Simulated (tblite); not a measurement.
A geometry optimisation, step by step.

C2H6F3Ge2N3.
Atom-mapped SMILES: `[N:1]#[C:2][Ge@@H:3]([NH:4][GeH2:5][NH2:6])[C:7]([F:8])([F:9])[F:10]` (hydrogens: H11 on Ge3; H12 on N4; H13, H14 on Ge5; H15, H16 on N6)

Computed with GFN2-xTB (tblite), gas phase: L-BFGS steps from a force-field or distance-geometry start until the largest atomic force falls under 0.01 eV/Å. 4 of its 122 geometries are shown.

Step 0: E = -928.0173 eV, largest atomic force 1.906 eV/Å
```
atom  x, y, z in Å  |  force x, y, z in eV/Å
N1     -1.385    3.429    0.204   -0.061   0.591   0.060
C2     -1.252    2.308    0.049   -0.082   0.246   0.097
Ge3    -0.982    0.457   -0.154    1.179  -0.798  -1.066
N4      0.288   -0.275    0.931   -0.734   0.242   0.721
Ge5     2.022    0.122    0.513    1.209  -0.231  -0.249
N6      2.680   -1.279   -0.537    0.103   0.392   0.636
C7     -2.657   -0.483    0.195   -0.043  -0.518   0.591
F8     -2.997   -0.221    1.515   -0.475  -0.425  -1.439
F9     -2.328   -1.836    0.158   -1.131   1.312  -0.158
F10    -3.658   -0.167   -0.690    0.792  -0.883   1.492
H11    -0.675    0.172   -1.663    0.036   0.175   0.747
H12     0.062   -0.324    1.946    0.209   0.049  -1.111
H13     2.152    1.459   -0.259   -0.095  -0.524   0.204
H14     2.865    0.202    1.810   -0.377   0.079  -0.223
H15     2.160   -2.155   -0.395    0.557   0.477  -0.056
H16     3.698   -1.401   -0.367   -1.087  -0.182  -0.247
```

Step 40: E = -928.5731 eV, largest atomic force 0.080 eV/Å
```
atom  x, y, z in Å  |  force x, y, z in eV/Å
N1     -1.536    3.414    0.169   -0.027   0.038  -0.015
C2     -1.348    2.302   -0.021    0.031  -0.018  -0.012
Ge3    -0.923    0.431   -0.257    0.018   0.045  -0.033
N4      0.362   -0.093    0.870   -0.078   0.002   0.018
Ge5     2.168    0.120    0.612   -0.050  -0.039   0.003
N6      2.585   -1.252   -0.474    0.011   0.047  -0.028
C7     -2.623   -0.515    0.239    0.001  -0.040   0.021
F8     -2.994   -0.238    1.502   -0.015   0.043   0.012
F9     -2.505   -1.851    0.170    0.001  -0.047  -0.041
F10    -3.650   -0.175   -0.554    0.002  -0.006   0.029
H11    -0.561    0.179   -1.692    0.021   0.007   0.012
H12     0.059   -0.322    1.804    0.041   0.014   0.041
H13     2.430    1.385   -0.138    0.028   0.017  -0.033
H14     2.768    0.139    1.994    0.008  -0.007   0.054
H15     2.215   -2.151   -0.197    0.021  -0.055  -0.027
H16     3.543   -1.365   -0.772   -0.012  -0.001  -0.002
```

Step 81: E = -928.6076 eV, largest atomic force 0.056 eV/Å
```
atom  x, y, z in Å  |  force x, y, z in eV/Å
N1     -1.702    3.390   -0.218    0.008  -0.003   0.014
C2     -1.409    2.284   -0.217   -0.005  -0.016  -0.016
Ge3    -0.865    0.427   -0.205   -0.013   0.024   0.017
N4      0.376    0.073    1.039   -0.013  -0.008  -0.054
Ge5     2.191    0.049    0.743   -0.009  -0.010  -0.011
N6      2.387   -1.139   -0.598   -0.005   0.013   0.028
C7     -2.553   -0.573    0.264    0.022  -0.008  -0.001
F8     -2.876   -0.435    1.563    0.015   0.006  -0.010
F9     -2.433   -1.892    0.036    0.010   0.011   0.012
F10    -3.615   -0.158   -0.444    0.030   0.002   0.017
H11    -0.385    0.043   -1.570    0.016  -0.015  -0.010
H12     0.088    0.171    2.002   -0.003  -0.006   0.015
H13     2.699    1.355    0.201   -0.006  -0.025   0.031
H14     2.779   -0.284    2.098   -0.019   0.022  -0.028
H15     1.998   -2.061   -0.445   -0.011   0.006  -0.006
H16     3.312   -1.241   -0.993   -0.017   0.007   0.002
```

Step 121: E = -928.6120 eV, largest atomic force 0.009 eV/Å
```
atom  x, y, z in Å  |  force x, y, z in eV/Å
N1     -1.708    3.394   -0.282   -0.004  -0.001   0.002
C2     -1.414    2.288   -0.276    0.001  -0.001  -0.001
Ge3    -0.851    0.439   -0.234    0.004  -0.003  -0.004
N4      0.365    0.111    1.037   -0.001  -0.002  -0.002
Ge5     2.179    0.034    0.774   -0.005  -0.002   0.007
N6      2.336   -1.095   -0.619    0.006  -0.002   0.000
C7     -2.507   -0.586    0.279   -0.001   0.003   0.000
F8     -2.784   -0.437    1.587   -0.002   0.000   0.000
F9     -2.362   -1.906    0.066    0.003   0.003   0.003
F10    -3.603   -0.207   -0.394   -0.003   0.000  -0.002
H11    -0.348    0.028   -1.582   -0.003   0.001   0.003
H12     0.059    0.215    1.994   -0.002   0.002  -0.001
H13     2.750    1.340    0.309    0.006   0.005   0.000
H14     2.727   -0.380    2.121    0.003   0.002  -0.002
H15     1.897   -2.001   -0.513    0.000  -0.003  -0.005
H16     3.257   -1.228   -1.011   -0.002  -0.001   0.000
```

Q: Summarise the path.

A: The energy falls by 0.5947 eV from step 0 to step 121; nine tenths of that is first reached at step 25. It rises by more than 0.2 meV at step 3. The largest force goes from 1.906 to 0.009 eV/Å. Among the bonds Ge5–N6 changes most (a near tie, within 0.001 Å, with another), from 1.870 to 1.800 Å; the atoms move by 0.467 Å rms after alignment.

The cost below is that of the whole relaxation. Time: 4.7 s wall, 3.5 s CPU. Hardware: one thread of an Intel Xeon at 2.50 GHz, no GPU (shared host).
